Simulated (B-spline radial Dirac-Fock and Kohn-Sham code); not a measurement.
**Eu⁺: non-radiative channels of the N2 vacancy**

System: the Eu⁺ ion in the configuration 1s2 2s2 2p6 3s2 3p6 3d10 4s2 4p6 4d10 4f7 5s2 5p6 6s1.

Level of theory: one-electron (LDA, Dirac) transition rates at Dirac-Fock energies; a radial atomic solver. Kinetic energies are configuration averages from the vacuum level; the two-hole energies are estimated from single-hole states.

```
transition  kinetic energy (eV)  width (meV)  share (%)
   N2-N4O1                    –          532        7.6
   N2-N5O1                    –         82.7        1.2
   N2-N4O2                102.2          368        5.3
   N2-N4O3                106.3          682        9.8
   N2-N5O2                107.2          342        4.9
   N2-N5O3                111.5         78.5        1.1
   N2-N4N7                122.2         2650       38.0
   N2-N4N6                122.5         1260       18.1
   N2-N5N6                126.8          322        4.6
   N2-N5N7                128.1         84.9        1.2
   N2-N4P1                134.7         37.3        0.5
   N2-O1O2                    –         21.1        0.3
   N2-N6O1                    –         27.3        0.4
   N2-O2O3                226.4         35.3        0.5
   N2-N6O2                245.4         98.2        1.4
   N2-N7O2                245.9          161        2.3
   N2-N6O3                249.5         33.6        0.5
   N2-N6N7                266.1         84.3        1.2
```

A dash stands for an energy that rests on an unreliable hole state.

Coster-Kronig rates are the weakest part of this model and often come out 1.5 to 2.5 times too large. Super-Coster-Kronig decay this fast strains the one-particle picture, and such widths tend to come out too large. The listed channels hold 99 % of the non-radiative rate. Summed by principal shells, of 6.99 eV in all: NNN 63.3 %, NNO 34.8 %, NOO 1.1 %, NNP 0.8 %.

Values without a named source are computed, but for edge energies of neutral atoms, which are taken from tables.
